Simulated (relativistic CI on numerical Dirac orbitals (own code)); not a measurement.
# Pd³⁺: 4s photoemission

Computed with this model: Dirac-Coulomb-Breit CI, KLI orbitals optimised for each configuration, model QED (radiative potential, 1s self-energy scaled to tabulated hydrogen-like ionisation energies), valence Slater integrals scaled by 0.8, multiplet model of photoemission in the sudden approximation; configurations [Kr] 4d7 → [Ar] 3d10 4s 4p6 4d7; 80 K; Lorentzian 2 eV and Gaussian 0.6 eV FWHM. Energies are those of the free ion, without screening or charge transfer. The energies are binding energies and can lie tens of eV above those of solids. Without intra-shell correlation the exchange splitting of an s hole comes out too large, often by half or more. S is read from ⟨S²⟩ = S(S + 1).

Computed curve for free ion, scaled to 100 at the maximum (points under 2 are left out and the grid is thinned):

```
Energy (eV)  Intensity
      133.0        2.1
      133.4        2.3
      133.8        2.5
      134.0        2.7
      134.4        3.0
      134.8        3.4
      135.2        3.8
      135.4        4.1
      135.8        4.8
      136.2        5.6
      136.6        6.6
      136.8        7.2
      137.2        8.7
      137.6       10.9
      138.0       13.8
      138.2       15.8
      138.6       21.1
      139.0       29.2
      139.4       42.0
      139.6       50.8
      140.0       72.9
      140.4       94.4
      140.8      100.0
      141.2       84.8
      141.4       73.4
      141.8       51.9
      142.2       36.6
      142.6       27.1
      142.8       23.8
      143.2       19.5
      143.6       17.3
      144.0       16.3
      144.2       16.1
      144.6       16.2
      145.0       17.1
      145.4       19.6
      145.6       21.8
      146.0       28.4
      146.4       38.8
      146.8       50.9
      147.2       57.4
      147.4       56.5
      147.8       47.5
      148.2       35.3
      148.6       25.0
      148.8       21.0
      149.2       15.1
      149.6       11.2
      150.0        8.7
      150.2        7.7
      150.6        6.3
      151.0        5.2
      151.4        4.4
      151.6        4.0
      152.0        3.5
      152.4        3.0
      152.8        2.7
      153.0        2.5
      153.4        2.3
      153.8        2.0
```

The ground state has S = 1.48, and the centroid lies at 143.10 eV.
